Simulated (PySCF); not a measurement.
## F⁺ (fluorine, charge +1): M06-L calculation

Configuration: [He] 2s2 2p4, high-spin 3P determinant. All numbers are calculated (PySCF 2.14, the non-relativistic Hamiltonian (point nucleus), in def2-SVP).

```json
{"Total energy": "-98.9872 hartree", "One-electron energy": "-132.9222 hartree", "Hartree (Coulomb) energy": "43.8456 hartree", "Exchange-correlation energy": "-9.9106 hartree", "Kinetic energy": "98.69779 hartree", "⟨S²⟩": "2.0039", "⟨L²⟩": "2.005", "Sum of ⟨r⟩": "6.218 bohr", "Sum of ⟨r²⟩": "7.309 bohr²", "Traceless quadrupole moment −½Σ⟨3z² − r²⟩ along its main axis": "-0.547 e·bohr²", "Density at the nucleus (Gaussians lack the cusp)": "407 bohr⁻³", "Spin density at the nucleus": "1.22 bohr⁻³", "Langevin diamagnetic susceptibility": "-5.79 ×10⁻⁶ cm³/mol", "Time after the integrals": "0.19 s of wall time on 1 thread of Neoverse-N1 (shared host)"}
```

| shell | electrons | mean orbital energy (eV) | spread (eV) | rms radius, mean of both spins (bohr) |
| --- | --- | --- | --- | --- |
| 1s α | 1 | -690.73 | 0 | 0.205 |
| 1s β | 1 | -688.69 | 0 | 0.205 |
| 2s α | 1 | -51.270 | 0 | 1.07 |
| 2s β | 1 | -44.563 | 0 | 1.07 |
| 2p α | 3 | -31.157 | 2.576 | 1.11 |
| 2p β | 1 | -27.350 | 0 | 1.11 |
